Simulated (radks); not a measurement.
Spherical jellium clusters: N electrons in a uniform positive sphere of charge N and radius rs N^(1/3), rs = 5.33 bohr. Calculated with a radial shooting solver with Libxc functionals: non-relativistic Kohn-Sham, PBEsol, spin-polarised, spherical densities. Levels are named by radial order and angular momentum (1s, 1p, 1d, 2s, ...), and open shells are averaged over m.

N = 5, configuration 1s2 1p(up 3, down 0). This is the lowest configuration that the search found. Occupied levels:

level,occupation,eigenvalue (eV),<r> (bohr)
1s up,1,-3.3279,6.382
1s down,1,-2.8237,5.840
1p up,3,-2.4628,7.534

Energy (eV): total -8.30381, kinetic 5.7216, external -88.383, Hartree 43.830, exchange-correlation -14.256, background 44.784.

Electron density:

r (bohr),n(r) (e/bohr^3)
0.294,0.001695
1.03,0.001731
1.77,0.001802
2.52,0.001893
3.25,0.001981
4.00,0.002034
4.74,0.002017
5.48,0.001906
6.22,0.001693
6.96,0.001400
7.70,0.001070
8.44,0.0007497
9.18,0.0004801
9.92,0.0002828
10.7,0.0001564
11.4,0.00008376
12.1,0.00004401
12.9,0.00002290
13.6,0.00001182
14.4,6.056e-06
